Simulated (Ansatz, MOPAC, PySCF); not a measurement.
Complex: CHN (SMILES C#N) (first 3 atoms) with C2H6O (SMILES COC); geometry from B3LYP-D3(BJ)/def2-TZVP, rigid monomers moved along the line of their centres of mass till H3···O5 is 2.24 Å.
(charge 0, multiplicity 1):
```xyz
12

C     -0.2934     0.1884    -0.3061
N     -0.3619     0.3099    -1.4448
H     -0.2267     0.0738     0.7655
C      0.1119    -1.4165     3.6175
O     -0.0820    -0.1655     2.9845
C     -0.0295     0.9270     3.8828
H     -0.6648    -1.6016     4.3682
H      1.0934    -1.4643     4.1030
H      0.0554    -2.1839     2.8474
H     -0.8121     0.8463     4.6458
H     -0.1879     1.8343     3.3023
H      0.9460     0.9821     4.3794
```

Monomers are frozen at their geometry in the pair; levels with a basis set take the counterpoise correction. Rows marked so take none.

Frozen-core correlation. Rows in 6-311+G**, 6-31G*, STO-3G carry no dispersion term and start afresh at each structure (6-31G* with six Cartesian d functions). The state that PM7 reach isn't checked; PM7 holds dispersion and hydrogen-bond terms.

The values were computed with Ansatz (a program for electronic structure) with Gaussian orbitals; MOPAC for PM7 (differences of heats of formation); PySCF for 6-311+G** rows, 6-31G* rows, STO-3G rows, the dispersion terms. Values without a source in brackets are computed.

```tsv
level	interaction energy (meV)
PM7	-141.1
HF/STO-3G (no counterpoise)	-173.0
HF/aug-cc-pVDZ	-208.9
PBE-D3(BJ)/def2-TZVPPD	-235.8
BP86/6-31G* (no counterpoise)	-236.1
r2SCAN-D3(BJ)/def2-TZVPPD	-225.6
B3LYP/6-311+G** (no counterpoise)	-233.1
wB97M-V/def2-TZVPPD	-235.8
CCSD(T)/aug-cc-pVDZ	?
```

Question: What belongs in the gaps?

Answer: 
- CCSD(T)/aug-cc-pVDZ, interaction energy (meV): -219.8
